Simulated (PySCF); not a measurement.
A PySCF script (with the pyscf-properties extension) for the NMR shieldings of `InChI=1S/C6H16P2/c1-6(2,3)8(4)5-7/h5,7H2,1-4H3`, on a GFN2-xTB geometry:

```python
import basis_set_exchange as bse
import numpy as np
from pyscf import gto, dft
from pyscf.prop import nmr

atoms = """
C     0.881491   -1.611459   -1.194668
P     0.688223   -0.733584    0.417061
C     1.765656    0.733210    0.009748
P     3.506098    0.113819    0.237345
C    -1.047289    0.024845    0.260175
C    -2.021997   -1.136589    0.061898
C    -1.331027    0.694943    1.606612
C    -1.212426    1.044306   -0.862665
H     0.329093   -2.548636   -1.163703
H     1.941181   -1.838189   -1.314610
H     0.546428   -1.009105   -2.037707
H     1.629738    1.060031   -1.024804
H     1.566274    1.561573    0.692123
H     4.112775    1.370397    0.240376
H     3.450457    0.076054    1.627814
H    -3.049268   -0.792847    0.177394
H    -1.836089   -1.916113    0.800299
H    -1.918588   -1.569822   -0.930631
H    -1.227524   -0.026534    2.415268
H    -2.342765    1.097948    1.630136
H    -0.635193    1.512559    1.788093
H    -0.600665    1.926898   -0.688773
H    -0.952805    0.623084   -1.831779
H    -2.253513    1.362974   -0.907446
"""
names = dict.fromkeys(["C", "P", "H"], "pcSseg-1")
basis = {el: gto.basis.parse(bse.get_basis(n, elements=[el], fmt="nwchem")) for el, n in names.items()}
mol = gto.M(atom=atoms, basis=basis, charge=0, verbose=0)
mf = dft.RKS(mol, xc="PBE0")
mf.grids.level = 2
mf.grids.alignment = dft.numint.BLKSIZE   # the property module wants whole blocks of grid points
mf.conv_tol = 1e-9
mf.kernel()

calc = nmr.RKS(mf)   # GIAO
C = mf.mo_coeff
Co = C[:, mf.mo_occ > 0]
resp = mf.gen_response(singlet=True, hermi=2)
def vind(x):   # induced exchange potential for any number of trial vectors
    d = np.einsum("pi,xij,qj->xpq", C, 2 * x.reshape(-1, C.shape[1], Co.shape[1]), Co, optimize=True)
    return np.einsum("xpq,pi,qj->xij", resp(d - d.transpose(0, 2, 1)), C, Co, optimize=True).ravel()
mo1, _ = nmr.rhf.solve_mo1(calc, with_cphf=vind)
sigma = calc.kernel(mo1)
for i, s in enumerate(sigma):   # ppm
    w = np.linalg.eigvalsh((s + s.T) / 2)
    print("%2d %-2s iso %8.1f  s11 %8.1f  s22 %8.1f  s33 %8.1f" % (i, mol.atom_pure_symbol(i), w.mean(), *w))
```

Q: What are the results?

A: 
```
 0 C  iso    176.7  s11    163.5  s22    176.1  s33    190.6
 1 P  iso    344.9  s11    284.6  s22    334.7  s33    415.3
 2 C  iso    172.6  s11    160.7  s22    169.1  s33    188.1
 3 P  iso    507.1  s11    434.8  s22    504.4  s33    582.3
 4 C  iso    154.9  s11    149.1  s22    153.0  s33    162.7
 5 C  iso    157.5  s11    142.2  s22    145.6  s33    184.7
 6 C  iso    156.0  s11    135.3  s22    146.4  s33    186.1
 7 C  iso    163.4  s11    148.6  s22    155.9  s33    185.9
 8 H  iso     30.7  s11     25.6  s22     28.4  s33     38.1
 9 H  iso     30.2  s11     24.1  s22     29.4  s33     37.0
10 H  iso     30.8  s11     26.4  s22     29.8  s33     36.2
11 H  iso     30.9  s11     25.8  s22     31.4  s33     35.6
12 H  iso     29.6  s11     22.1  s22     31.3  s33     35.3
13 H  iso     28.5  s11     22.9  s22     26.0  s33     36.6
14 H  iso     29.0  s11     23.5  s22     27.8  s33     35.8
15 H  iso     30.8  s11     26.6  s22     27.9  s33     37.8
16 H  iso     30.7  s11     26.4  s22     28.5  s33     37.2
17 H  iso     30.7  s11     25.7  s22     30.1  s33     36.4
18 H  iso     30.5  s11     26.5  s22     28.1  s33     36.9
19 H  iso     30.8  s11     26.7  s22     27.9  s33     37.7
20 H  iso     30.6  s11     25.5  s22     30.0  s33     36.3
21 H  iso     30.8  s11     25.8  s22     30.3  s33     36.4
22 H  iso     30.5  s11     25.7  s22     29.8  s33     36.0
23 H  iso     30.8  s11     26.6  s22     28.3  s33     37.6
```

These numbers come from an equivalent density-fitted implementation of the same equations, which agrees with the script to about 0.01 ppm for H and up to a few tenths of a ppm for heavy atoms, so last digits may differ.

Size and cost of the density-fitted run: 230 basis functions, 56 s wall time on 1 thread of an Arm Neoverse V2, shared host; peak memory 1.1 GiB.
